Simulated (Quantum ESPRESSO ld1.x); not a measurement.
Problem. Species: Ho III. Configuration: [Xe] 4f11. Method: Dirac Kohn-Sham, PW91, spin-unpolarised, spherical densities, point nucleus; open shells are shared between the two j in proportion to 2j + 1; computed with ld1.x of Quantum ESPRESSO 7.5.

Spin-orbit splittings of the eigenvalues, e(l+1/2) - e(l-1/2), with zeta = 2 splitting/(2l+1) and mean radii in bohr:

| shell | occ. | splitting (eV) | zeta (eV) | <r> j=l-1/2 | <r> j=l+1/2 |
|---|---|---|---|---|---|
| 2p | 6 | 857.3 | 571.5 | 0.07289 | 0.08006 |
| 3p | 6 | 179.1 | 119.4 | 0.2191 | 0.2326 |
| 3d | 10 | 39.12 | 15.65 | 0.2053 | 0.2095 |
| 4p | 6 | ? | ? | 0.5285 | 0.5596 |
| 4d | 10 | 7.284 | 2.914 | 0.5902 | 0.6013 |
| 4f | 11 | 0.9809 | 0.2803 | 0.8330 | 0.8517 |
| 5p | 6 | 5.060 | 3.373 | 1.438 | 1.543 |

Estimate the 4p splitting.

Solution. 40.17 eV (zeta = 26.78 eV).
